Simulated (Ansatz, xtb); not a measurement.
**Redistribution: C3H7I + CH4O → C3H8O + CH3I**

Species: C3H7I (1-iodopropane) `CCCI`, singlet; CH4O (methanol) `CO`, singlet; C3H8O (1-propanol) `CCCO`, singlet; CH3I (methyl iodide) `CI`, singlet. The partners trade I for OH; both sit on C, so the bond types are kept.

Shapes, held fixed at every level: PBE0-D4/def2-TZVP. Flexible molecules stand in one conformer, not always the lowest. Programs: Ansatz 0.2.0, xtb 6.7.1. Electronic energies: no zero-point or thermal term.

| level | kind | ΔE (kJ/mol) | less CCSD(T)/def2-TZVPP |
| --- | --- | --- | --- |
| GFN2-xTB | semi-empirical | -4.9 | +1.1 |
| PBE-D4/def2-TZVPP | GGA | -5.7 | +0.3 |
| r2SCAN-D4/def2-TZVPP | meta-GGA | -7.6 | -1.6 |
| B3LYP-D4/def2-TZVPP | global hybrid | -5.7 | +0.3 |
| wB97M-V/def2-TZVPP | range-separated hybrid | -8.2 | -2.2 |
| wB97X-V/def2-TZVPP | range-separated hybrid | -8.6 | -2.6 |
| B2PLYP/def2-TZVPP | double hybrid | -8.2 | -2.2 |
| CCSD(T)/def2-TZVPP | coupled cluster or CI | -6.0 | 0.0 |

The highest level, CCSD(T)/def2-TZVPP, gives ΔE = -6.0 kJ/mol; the levels span -8.6 to -4.9. The column of differences is taken from that level and isn't an error. No measured value is set beside it here. For atoms past krypton def2 sets carry core potentials with scalar relativity. Correlated rows may include outer-core shells of I, which these sets cover unevenly.
